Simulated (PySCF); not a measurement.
C5H9O3, SMILES COCC(C)O[C]=O, multiplicity 2.

Geometry: PBE0-D3(BJ)/def2-SVP. The isomer is the one that the SMILES or the coordinates give; other isomers of the formula were not compared. One conformer was computed; it need not be the lowest.

All values below come from PySCF 2.14.0 with PBE0-D3(BJ)/def2-SVP.

Frequencies are harmonic and unscaled.

```json
[
 {"mode": "1", "ν (cm⁻¹)": "80", "IR (km/mol)": "0.3", "moving atoms (share of kinetic energy)": "O 76 %, C 15 %, H 10 %"},
 {"mode": "2", "ν (cm⁻¹)": "102", "IR (km/mol)": "0.4", "moving atoms (share of kinetic energy)": "C 54 %, H 29 %, O 17 %"},
 {"mode": "3", "ν (cm⁻¹)": "136", "IR (km/mol)": "4.0", "moving atoms (share of kinetic energy)": "H 58 %, C 27 %, O 15 %"},
 {"mode": "4", "ν (cm⁻¹)": "176", "IR (km/mol)": "0.8", "moving atoms (share of kinetic energy)": "C 47 %, H 38 %, O 15 %"},
 {"mode": "5", "ν (cm⁻¹)": "200", "IR (km/mol)": "0.4", "moving atoms (share of kinetic energy)": "H 62 %, O 29 %, C 9 %"},
 {"mode": "6", "ν (cm⁻¹)": "221", "IR (km/mol)": "1.1", "moving atoms (share of kinetic energy)": "H 65 %, O 23 %, C 12 %"},
 {"mode": "7", "ν (cm⁻¹)": "254", "IR (km/mol)": "10.8", "moving atoms (share of kinetic energy)": "O 54 %, C 31 %, H 15 %"},
 {"mode": "8", "ν (cm⁻¹)": "307", "IR (km/mol)": "0.8", "moving atoms (share of kinetic energy)": "C 54 %, H 29 %, O 17 %"},
 {"mode": "9", "ν (cm⁻¹)": "370", "IR (km/mol)": "1.4", "moving atoms (share of kinetic energy)": "C 42 %, O 38 %, H 20 %"},
 {"mode": "10", "ν (cm⁻¹)": "418", "IR (km/mol)": "2.6", "moving atoms (share of kinetic energy)": "C 48 %, H 26 %, O 26 %"},
 {"mode": "11", "ν (cm⁻¹)": "476", "IR (km/mol)": "5.6", "moving atoms (share of kinetic energy)": "H 40 %, C 32 %, O 28 %"},
 {"mode": "12", "ν (cm⁻¹)": "556", "IR (km/mol)": "23.0", "moving atoms (share of kinetic energy)": "C 44 %, O 38 %, H 18 %"},
 {"mode": "13", "ν (cm⁻¹)": "768", "IR (km/mol)": "2.0", "moving atoms (share of kinetic energy)": "C 61 %, O 31 %, H 9 %"},
 {"mode": "14", "ν (cm⁻¹)": "827", "IR (km/mol)": "18.4", "moving atoms (share of kinetic energy)": "O 57 %, H 22 %, C 21 %"},
 {"mode": "15", "ν (cm⁻¹)": "909", "IR (km/mol)": "1.3", "moving atoms (share of kinetic energy)": "H 55 %, C 41 %"},
 {"mode": "16", "ν (cm⁻¹)": "932", "IR (km/mol)": "1.1", "moving atoms (share of kinetic energy)": "H 65 %, C 34 %"},
 {"mode": "17", "ν (cm⁻¹)": "1015", "IR (km/mol)": "41.9", "moving atoms (share of kinetic energy)": "C 54 %, H 25 %, O 21 %"},
 {"mode": "18", "ν (cm⁻¹)": "1093", "IR (km/mol)": "36.5", "moving atoms (share of kinetic energy)": "C 53 %, H 40 %"},
 {"mode": "19", "ν (cm⁻¹)": "1152", "IR (km/mol)": "11.0", "moving atoms (share of kinetic energy)": "H 49 %, C 48 %"},
 {"mode": "20", "ν (cm⁻¹)": "1158", "IR (km/mol)": "11.5", "moving atoms (share of kinetic energy)": "C 50 %, H 49 %"},
 {"mode": "21", "ν (cm⁻¹)": "1181", "IR (km/mol)": "2.2", "moving atoms (share of kinetic energy)": "H 74 %, C 21 %"},
 {"mode": "22", "ν (cm⁻¹)": "1205", "IR (km/mol)": "24.6", "moving atoms (share of kinetic energy)": "H 45 %, C 43 %, O 12 %"},
 {"mode": "23", "ν (cm⁻¹)": "1243", "IR (km/mol)": "115.3", "moving atoms (share of kinetic energy)": "O 51 %, C 40 %, H 9 %"},
 {"mode": "24", "ν (cm⁻¹)": "1264", "IR (km/mol)": "180.4", "moving atoms (share of kinetic energy)": "O 42 %, C 36 %, H 22 %"},
 {"mode": "25", "ν (cm⁻¹)": "1317", "IR (km/mol)": "16.2", "moving atoms (share of kinetic energy)": "H 83 %, C 11 %"},
 {"mode": "26", "ν (cm⁻¹)": "1334", "IR (km/mol)": "14.7", "moving atoms (share of kinetic energy)": "H 68 %, C 22 %, O 10 %"},
 {"mode": "27", "ν (cm⁻¹)": "1364", "IR (km/mol)": "5.0", "moving atoms (share of kinetic energy)": "H 80 %, C 16 %"},
 {"mode": "28", "ν (cm⁻¹)": "1401", "IR (km/mol)": "14.8", "moving atoms (share of kinetic energy)": "H 73 %, C 27 %"},
 {"mode": "29", "ν (cm⁻¹)": "1421", "IR (km/mol)": "5.2", "moving atoms (share of kinetic energy)": "H 67 %, C 33 %"},
 {"mode": "30", "ν (cm⁻¹)": "1447", "IR (km/mol)": "0.6", "moving atoms (share of kinetic energy)": "H 93 %"},
 {"mode": "31", "ν (cm⁻¹)": "1455", "IR (km/mol)": "2.1", "moving atoms (share of kinetic energy)": "H 95 %"},
 {"mode": "32", "ν (cm⁻¹)": "1462", "IR (km/mol)": "11.7", "moving atoms (share of kinetic energy)": "H 92 %"},
 {"mode": "33", "ν (cm⁻¹)": "1470", "IR (km/mol)": "7.0", "moving atoms (share of kinetic energy)": "H 95 %"},
 {"mode": "34", "ν (cm⁻¹)": "1482", "IR (km/mol)": "1.1", "moving atoms (share of kinetic energy)": "H 85 %, C 15 %"},
 {"mode": "35", "ν (cm⁻¹)": "1485", "IR (km/mol)": "9.4", "moving atoms (share of kinetic energy)": "H 95 %"},
 {"mode": "36", "ν (cm⁻¹)": "1924", "IR (km/mol)": "355.9", "moving atoms (share of kinetic energy)": "C 62 %, O 38 %"},
 {"mode": "37", "ν (cm⁻¹)": "2995", "IR (km/mol)": "40.3", "moving atoms (share of kinetic energy)": "H 94 %"},
 {"mode": "38", "ν (cm⁻¹)": "3006", "IR (km/mol)": "59.9", "moving atoms (share of kinetic energy)": "H 96 %"},
 {"mode": "39", "ν (cm⁻¹)": "3068", "IR (km/mol)": "9.7", "moving atoms (share of kinetic energy)": "H 97 %"},
 {"mode": "40", "ν (cm⁻¹)": "3093", "IR (km/mol)": "25.1", "moving atoms (share of kinetic energy)": "H 91 %, C 9 %"},
 {"mode": "41", "ν (cm⁻¹)": "3099", "IR (km/mol)": "1.5", "moving atoms (share of kinetic energy)": "H 92 %, C 8 %"},
 {"mode": "42", "ν (cm⁻¹)": "3117", "IR (km/mol)": "18.6", "moving atoms (share of kinetic energy)": "H 91 %, C 9 %"},
 {"mode": "43", "ν (cm⁻¹)": "3166", "IR (km/mol)": "11.4", "moving atoms (share of kinetic energy)": "H 91 %, C 9 %"},
 {"mode": "44", "ν (cm⁻¹)": "3167", "IR (km/mol)": "13.0", "moving atoms (share of kinetic energy)": "H 91 %, C 9 %"},
 {"mode": "45", "ν (cm⁻¹)": "3177", "IR (km/mol)": "6.7", "moving atoms (share of kinetic energy)": "H 90 %, C 10 %"}
]
```
